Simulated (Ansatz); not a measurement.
Species: sum formula AlO$_{3}$H$_{3}$, charge 0, multiplicity 1. SMILES: [OH][Al]([OH])[OH]
Geometry from a B3LYP-D3(BJ)/def2-TZVP (Ansatz, a program for electronic structure) optimisation:
```
Al
O 1 1.6928
H 2 0.9580 1 122.93
O 1 1.6928 2 120.00 3 180.00
H 4 0.9580 1 122.93 2 0.00
O 1 1.6928 2 120.00 3 0.00
H 6 0.9580 1 122.93 2 -180.00
```
Charge 0, spin multiplicity 1.

Property: atomisation energy (electronic, to ground-state atoms); the coupled-cluster value holds the core correlation from cc-pwCVTZ, in eV. Valence correlation only, unless marked. UHF or UKS for open shells. Spin-orbit coupling is left out. Non-relativistic. CBS(X,Y): correlation extrapolated as X^-3; Hartree-Fock from the larger set (for Q and 5 zeta extrapolated as (X+1)exp(-9√X)).

Level to compare with: CCSD(T)/CBS(cc-pV(Q+d)Z,cc-pV(5+d)Z) plus the core term (Ansatz), 29.17 eV. It is a level with limits of its own, and the differences hold the functionals' basis error too.

### Question
Rank these functionals by how close they come to CCSD(T)/CBS(cc-pV(Q+d)Z,cc-pV(5+d)Z), closest first: wB97M-V/def2-TZVPD (Ansatz); CAM-B3LYP/def2-TZVPD (Ansatz); B97M-V/def2-TZVPD (Ansatz).

### Answer
wB97M-V/def2-TZVPD (range-separated hybrid meta-GGA with VV10, 28.80 eV, difference -0.37), CAM-B3LYP/def2-TZVPD (range-separated hybrid, 28.75 eV, difference -0.42), B97M-V/def2-TZVPD (meta-GGA with VV10, 28.64 eV, difference -0.53)
